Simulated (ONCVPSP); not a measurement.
**Before and after: ONCV potential for Si (Z = 14)**

ONCVPSP 4.0.1 input, shortened (lines: element, Z, core and valence counts, functional; n l f; lmax; l rc ep ncon nbas qcut; lloc lpopt rc5 dvloc0; l nproj debl; icmod fcfact rcfact), PBE, scalar-relativistic:

```
  Si 14.00    3    2        4      upf
    1    0    2.00
    2    0    2.00
    2    1    6.00
    3    0    2.00
    3    1    2.00
    1
    0    1.70    0.00    5    9    3.00
    1    2.15    0.00    4    9    4.10
    0    5    1.70    0.00
    0    0    1.10
    1    2    0.30
    3    1.75    1.20
```

All-electron outer shells of the reference configuration (PBE, scalar-relativistic, ld1.x):

```csv
shell,level (eV),outermost node (bohr),outermost maximum (bohr)
2s,-139.50,0.15,0.45
2p,-95.56,–,0.39
3s,-10.81,0.72,1.80
3p,-4.08,0.72,2.17
```

Change: s: ncon 3, nbas 7.

Cutoffs: the cutoffs (Ha) at which the residual kinetic energy of the hardest occupied pseudo-wave falls to 1 and 0.1 mHa per electron; they do not see the model core or the augmentation charge, which bear on the density cutoff. Errors are all-electron minus pseudo energies relative to the spin-unpolarised reference configuration.

**Question.** Predict the effect on cutoff, ghosts and configuration errors.

**Answer.** The potential gets neither clearly harder nor softer (18 Ha and 64 Ha → 23 Ha and 49 Ha); of the 4 tests that both files solve, the error grows in 2 and shrinks in 1 by more than 15 % and 0.3 meV (median size 0.7 → 4.9 meV); neither file shows a bound ghost.

| quantity | base | changed |
| --- | --- | --- |
| cutoff, loose | 18 Ha | 23 Ha |
| cutoff, tight | 64 Ha | 49 Ha |
| loose cutoff by channel | s 18 Ha, p 3.1 Ha | s 23 Ha, p 3.1 Ha |
| bound ghosts | none | none |
| GHOST(+) flags under 300 eV | none | none |
| error for 3s2 3p1, meV [ΔE 7.74 eV] | -0.9 | +0.2 |
| error for 3s2 3p0, meV [ΔE 23.73 eV] | +0.6 | +9.7 |
| error for 3s1 3p0, meV [ΔE 57.70 eV] | +50 | +61 |
| error for 3s2 3p1.5, meV [ΔE 2.92 eV] | -0.3 | -0.1 |
| s: phases at 1.73 bohr within 0.05 rad from the reference energy up to (Ha; the scan ends near 5) | 1.9 | 1.3 |
| p: phases at 2.18 bohr within 0.05 rad from the reference energy up to (Ha; the scan ends near 5) | 2.4 | 2.4 |
| rms error of d²Exc/dni dnj with the model core, mHa | 0.75 | 0.65 |
